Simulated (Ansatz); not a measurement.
The same molecule with X = O, S, Te. Ansatz, PBE0-D4/def2-TZVP geometries, multiplicity 1. Each molecule was computed in one conformer, which needn't be the lowest.

Elements past krypton have def2 core potentials.

```
 X             molecule  mean X–Si bond length / Å  LUMO energy (ωB97M-V/def2-TZVPP) / eV  HOMO energy (ωB97M-V/def2-TZVPP) / eV  HOMO–LUMO gap (B3LYP/def2-TZVPP) / eV
 O     `C[SiH2]O[SiH3]`                      1.636                                   1.77                                 -10.83                                   8.21
Te  `C[SiH2][Te][SiH3]`                      2.495                                   1.11                                  -8.47                                   5.42
```

(1) Give the row for X = S, `C[SiH2]S[SiH3]`. (Best estimate.)

Results:

(1) The calculation gave: 
| X | molecule | mean X–Si bond length / Å | LUMO energy (ωB97M-V/def2-TZVPP) / eV | HOMO energy (ωB97M-V/def2-TZVPP) / eV | HOMO–LUMO gap (B3LYP/def2-TZVPP) / eV |
| --- | --- | --- | --- | --- | --- |
| S | `C[SiH2]S[SiH3]` | 2.139 | 1.83 | -9.53 | 7.06 |

From O to Te the mean X–Si bond length rises at each step, by 0.859 Å in all; the LUMO energy (ωB97M-V/def2-TZVPP) isn't monotonic: highest at S, lowest at Te; the HOMO energy (ωB97M-V/def2-TZVPP) rises at each step, by 2.36 eV in all; the HOMO–LUMO gap (B3LYP/def2-TZVPP) falls at each step, by 2.79 eV in all. Bonds lengthen as the atom grows down the group.

B3LYP here is the variant with VWN-RPA as its local correlation; programs differ in this.

Spin–orbit coupling is left out; it splits and shifts lone-pair levels of the heavy atoms by tenths of an eV.
